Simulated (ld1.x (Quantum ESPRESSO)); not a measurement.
## u(r) = r·R(r): atom against pseudo-atom (Te)

Columns: radius, all-electron u(r) and pseudo u(r) of the 4d shell (level -50.68 eV) of tellurium in the configuration [Ar] 3d10 4s2 4p6 4d10 5s2 5p3; PBE, scalar-relativistic, TM scheme, ld1.x (Quantum ESPRESSO) 7.5.

```tsv
r (bohr)	all-electron	pseudo
0.065	0.1703	-0.0030
0.130	0.4886	-0.0236
0.195	0.5966	-0.0755
0.260	0.4649	-0.1657
0.325	0.1915	-0.2930
0.390	-0.1268	-0.4480
0.455	-0.4272	-0.6151
0.520	-0.6779	-0.7765
0.585	-0.8681	-0.9159
0.650	-0.9982	-1.0218
0.715	-1.0751	-1.0893
0.780	-1.1084	-1.1192
0.845	-1.1080	-1.1167
0.910	-1.0828	-1.0892
0.975	-1.0404	-1.0442
1.040	-0.9864	-0.9883
1.105	-0.9257	-0.9264
1.170	-0.8616	-0.8618
1.235	-0.7967	-0.7967
1.300	-0.7327	-0.7327
1.365	-0.6709	-0.6709
1.430	-0.6121	-0.6121
1.495	-0.5568	-0.5568
1.560	-0.5052	-0.5052
1.625	-0.4574	-0.4574
1.690	-0.4133	-0.4133
```

Question: How many radial nodes do the two functions have?

Answer: The all-electron 4d function has n − l − 1 = 1; the pseudo-wave has 0, since the states of the same l below it are removed with the core.

Question: At about which radius was the pseudo-wave matched?

Answer: 1.30 bohr. The columns agree to 0.0005 from 1.17 bohr on; several derivatives are matched, so the curves merge somewhat inside the radius.

Question: Is the pseudo-wave norm-conserving?

Answer: Yes: the TM scheme keeps the norm inside the radius equal to the all-electron one, which fixes the energy derivative of the logarithmic derivative at the level.
